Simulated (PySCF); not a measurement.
³¹P chemical shifts

Computed data (PySCF): structure optimised with GFN2-xTB, GIAO PBE0/pcSseg-1 shieldings. One computed conformer, no relativistic terms, no solvent model, equivalent nuclei averaged.

Shieldings were converted by a linear fit to measured shifts: ³¹P: δ = 270.09 − 0.828σ (rms 18.1 ppm, 64 shifts vs H3PO4, solution or neat liquid). A few per cent of atoms miss by over 2 rms, more outside the fitted compound classes.

(1) Give the ³¹P shifts of `CCCCP1CCC1`.

(2) Match the shifts 20.1, -12.2, -220.0, -239.8 ppm to `CCP(CC)C1CC1`, `CC#C[Si](C)(C)P`, `C=C[Si@H](P)C1CC1`, `C=CC[P@](=O)(CC)CO`.

## Answers

(1) 
```json
{"compound": "CCCCP1CCC1", "environment": "phosphorus bonded to 3 C, in a 4-membered ring", "δ (ppm)": "1.9"}
```

(2) 20.1: C=CC[P@](=O)(CC)CO (phosphorus bonded to 3 C, O); -12.2: CCP(CC)C1CC1 (phosphorus bonded to 3 C); -220.0: CC#C[Si](C)(C)P (phosphorus bonded to Si, 2 H); -239.8: C=C[Si@H](P)C1CC1 (phosphorus bonded to Si, 2 H).
